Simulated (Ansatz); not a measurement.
Relaxation of AlCl$_{3}$H$_{4}$O$_{2}$Zr (11 atoms, charge 0, multiplicity 1), to a largest force component of 0.03 eV/Å in at most 50 steps.

Computed with RKS PBE/def2-SVP (Ansatz 0.2.0).

```xyz
11
Properties=species:S:1:pos:R:3:forces:R:3
Zr 0.162 -0.592 -0.299 0.32 -1.26 1.92
O 0.807 0.460 2.708 -0.14 -0.71 -0.52
H -0.072 0.709 3.053 0.00 0.01 0.01
Cl 2.099 0.526 -1.008 0.03 0.01 -0.01
Cl -1.782 0.723 -0.070 0.02 -0.01 0.01
Cl -0.312 -2.371 -1.876 0.01 0.03 0.05
O 0.410 -1.987 1.113 -0.24 1.49 -1.37
Al 0.161 -3.648 0.485 -0.01 -0.10 -0.07
H 1.482 -4.447 0.094 0.00 0.00 0.01
H -1.271 -4.281 0.777 0.00 0.00 0.00
H 0.778 -0.533 2.736 0.03 0.51 -0.03
```

Task: Where does it end, and by what steps?

Result: The run converged. After 11 steps the energy has fallen by 0.740 eV; H3 moved furthest, 0.61 Å. Joined: Zr1–O2 (3.25 → 2.33 Å).

```tsv
step	energy less start (eV)	largest force component (eV/Å)	accepted
0	0.0000	1.917	yes
1	-0.2482	0.933	yes
2	-0.4560	0.992	yes
3	-0.6343	1.369	yes
4	-0.6922	0.997	yes
5	-0.7138	0.677	yes
6	-0.7282	0.374	yes
7	-0.7365	0.052	yes
8	-0.7380	0.069	yes
9	-0.7388	0.090	yes
10	-0.7394	0.070	yes
11	-0.7397	0.029	yes
```

```xyz
11
Properties=species:S:1:pos:R:3
Zr 0.285 -0.594 0.142
O 0.608 0.408 2.217
H -0.171 0.935 2.495
Cl 2.259 0.366 -0.751
Cl -1.756 0.672 0.294
Cl -0.405 -2.245 -1.628
O 0.528 -2.141 1.197
Al 0.162 -3.694 0.301
H 1.462 -4.491 -0.161
H -1.227 -4.351 0.731
H 0.718 -0.307 2.878
```

Whether the end is a true minimum wasn't checked by a vibrational analysis.

Run time: 39 s on 4 threads of Arm Neoverse V1 (shared host), peak memory 0.26 GiB.
